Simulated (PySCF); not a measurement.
These 2 structures share the formula CH8GaN. Method: PySCF 2.14.0, PBE0-D3(BJ)/def2-SVP geometry optimisation, gas phase. Energies are electronic, without zero-point or thermal terms, for one conformer each. No frequencies were run at this level. Point groups hold within 0.08 Å.

Problem. Order them by energy at this level, lowest first, and give relative energies in kcal/mol.
A. `[NH3+][GaH2-][CH3]`
B. `[H][Ga]([H])([H])<-[NH2]C` (Ga(NH2Me)H3)

Solution. A (0.0), B (10.4).

| SMILES | E (Eh) | E rel (kcal/mol) | dipole (D) | point group | A, B, C (MHz) |
| --- | --- | --- | --- | --- | --- |
| [CH3][GaH2-][NH3+] | -2021.84794 | 0.0 | 5.09 | Cs | 9586, 5252, 3728 |
| [H][Ga]([H])([H])<-[NH2]C | -2021.83133 | 10.4 | 5.26 | – | 21520, 3217, 3021 |

Problem. As an exercise, what shares would exp(−E/RT) give at 1000 K from these electronic energies alone (no entropy, no degeneracies)?

Solution. RT = 1.987 kcal/mol: [CH3][GaH2-][NH3+] 99.5 %, [H][Ga]([H])([H])<-[NH2]C 0.5 %.
